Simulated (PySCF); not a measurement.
# Relaxation of doublet AuCl₂

Computed with UPBE0 in PySCF with Au def2-TZVP with ECP60, Cl def2-TZVP; scalar-relativistic core potentials, no spin–orbit coupling; density-fitted integrals. A (50,194) grid was used.

A start at the PBE0 minimum, of D∞h symmetry, held to at least that symmetry:

```xyz
3
charge 0 multiplicity 2, angstrom
Au    0.0000    0.0000    0.0000
Cl    0.0000    0.0000    2.2348
Cl    0.0000    0.0000   -2.2348
```

Question: What does it relax to?

Answer: It ends at D∞h with Au–Cl 2.203 Å (×2); Cl–Au–Cl 180.0°. A frequency run shows a minimum.

Question: How much energy is released, and in how many steps?

Answer: 1.7 kJ/mol in 3 steps.

Open d and f shells are described by one determinant, and the ground state may have another occupation or spin. With an element this heavy the missing spin–orbit coupling can shift these numbers.
